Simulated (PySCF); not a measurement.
Gas-phase reaction: 2 SnI2 + 2 Cl = SnCl2 + SnI4

Method: PySCF energies plus ideal-gas RRHO corrections (1 bar). † marks an energy on the PBE0/def2-TZVP geometry and frequencies; other levels use their own. MP2 and CCSD(T) freeze the core. Open shells (unrestricted): Cl (multiplicity 2, electronic degeneracy 6); the rest are closed-shell singlets. Spin-orbit splitting is ignored; it lowers the true energy and changes the entropy of Cl. B3LYP is the form with VWN-RPA correlation. I, Sn: scalar-relativistic def2 core potential, no spin-orbit coupling. MP2 isn't extrapolated to the basis-set limit; its ΔH°(298 K) is -524.5 kJ in def2-SVP and -575.5 kJ in def2-TZVPP. CCSD(T) isn't extrapolated to the basis-set limit. The harmonic model lacks anharmonicity and excited electronic states, which grow with temperature; levels with a mode under 35 cm⁻¹ are left out. Soft modes under 120 cm⁻¹ make the harmonic entropy rough for SnI2, SnCl2, SnI4.

| level | ΔE electronic, kJ | ΔH°(298 K), kJ | ΔS°(298 K), J/K | ΔG°(800 K), kJ |
|---|---|---|---|---|
| B3LYP/def2-TZVP† | -497 | -493 | -273 | -277 |
| BLYP/def2-TZVP† | -479 | -475 | -273 | -259 |
| CCSD(T)/def2-SVP† | -489 | -485 | -273 | -269 |
| HF/def2-TZVP† | -394 | -390 | -273 | -174 |
| MP2/def2-SVP† | -528 | -524 | -273 | -308 |
| PBE/def2-SVP | -533 | -530 | -270 | -316 |
| PBE/def2-TZVP† | -542 | -538 | -273 | -322 |
| PBE0/def2-TZVP | -545 | -541 | -273 | -325 |
| LDA/def2-TZVP† | -647 | -643 | -273 | -427 |
| ωB97M-V/def2-TZVP† | -573 | -569 | -273 | -352 |
ΔH° is lowest at LDA/def2-TZVP† and highest at HF/def2-TZVP†. No reference value is set beside these.
